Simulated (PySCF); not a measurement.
NO2, charge -1. Atoms are numbered in the order given.

```xyz
3

N      0.0000     0.0000    -0.4616
O      0.0000     1.0714     0.2019
O      0.0000    -1.0714     0.2019
```
Charge -1, spin multiplicity 1.

Coordinates come from a TPSSh-D3(BJ)/def2-TZVPD optimisation.

These are PBE0/def2-TZVPD (PySCF) values and carry that method's errors.

The molecule is in vacuum.

```json
{
 "total_energy": "-205.02733 hartree",
 "point_group": "C2v",
 "highest_occupied_level": "-0.18 eV",
 "lowest_empty_level": "5.40 eV",
 "orbital_gap": "5.58 eV",
 "dipole_moment_about_the_centre_of_nuclear_charge": "0.41 D",
 "mean_static_polarisability": "30.4 bohr³ (4.51 Å³)",
 "polarisability_principal_values": "21.5, 29.2, 40.5 bohr³"
}
```
